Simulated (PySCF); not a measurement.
## Spin-rotation constants: `O[SiH2]O[SiH2]S`, H6O2SSi2

Geometry:
| atom | x (Å) | y (Å) | z (Å) |
| --- | --- | --- | --- |
| O1 | -1.479 | -0.026 | 1.452 |
| Si2 | -1.354 | -0.945 | 0.128 |
| O3 | -0.046 | -0.518 | -0.759 |
| Si4 | 1.353 | 0.245 | -0.967 |
| S5 | 1.717 | 1.525 | 0.728 |
| H6 | -0.754 | 0.111 | 2.058 |
| H7 | -1.134 | -2.351 | 0.433 |
| H8 | -2.511 | -0.572 | -0.662 |
| H9 | 2.437 | -0.717 | -0.929 |
| H10 | 1.208 | 1.066 | -2.156 |
| H11 | 0.568 | 2.183 | 0.649 |

The calculation used GIAO PBE0/pcSseg-1 magnetisability, rotational g tensor and spin-rotation constants, non-relativistic, gas phase in PySCF 2.14.0. Geometry: GFN2-xTB.

Give the nuclear spin-rotation constants along the inertial axes (H = +C I·J) beside the isotropic shieldings.

Rotational constants 3.9557, 1.5246, 1.1392 GHz. A star marks the isotopologue with that one atom substituted, in its own axes.
| atom | isotope | Caa (kHz) | Cbb (kHz) | Ccc (kHz) | mean (kHz) | σ (ppm) |
| --- | --- | --- | --- | --- | --- | --- |
| H6 | 1H | -0.297 | -0.103 | -0.094 | -0.165 | 29.2 |
| H7 | 1H | -0.252 | -0.122 | 0.024 | -0.117 | 26.5 |
| H8 | 1H | -0.207 | -0.134 | 0.012 | -0.110 | 27.0 |
| H9 | 1H | -0.321 | -0.101 | 0.025 | -0.132 | 26.4 |
| H10 | 1H | -0.316 | -0.093 | 0.027 | -0.127 | 26.0 |
| H11 | 1H | -0.396 | -0.158 | -0.040 | -0.198 | 30.8 |
| O1 | 17O* | -0.237 | -0.169 | -0.143 | -0.183 | 275.5 |
| Si2 | 29Si* | -2.402 | -0.879 | -0.654 | -1.312 | 386.3 |
| O3 | 17O* | -0.659 | -0.079 | -0.163 | -0.301 | 249.5 |
| Si4 | 29Si* | -2.172 | -0.931 | -0.724 | -1.276 | 376.3 |
| S5 | 33S* | 0.631 | 0.208 | 0.244 | 0.361 | 684.6 |

For the geometry as given, no vibrational averaging.
